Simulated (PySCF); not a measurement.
Isomers of C2HNO. Gas-phase values, no solvent. Strings in code marks are SMILES.

Calculation: PBE0-D3(BJ)/def2-TZVP (PySCF). 

| species | HOMO–LUMO gap (eV) | dipole moment (D) | HOMO (eV) |
|---|---|---|---|
| `N#CC=O` | 6.14 | 2.44 | -9.22 |
| `N=C=C=O` | 3.16 | 1.91 | -6.56 |
| `O=c1nc1` | 5.44 | 3.62 | -7.60 |
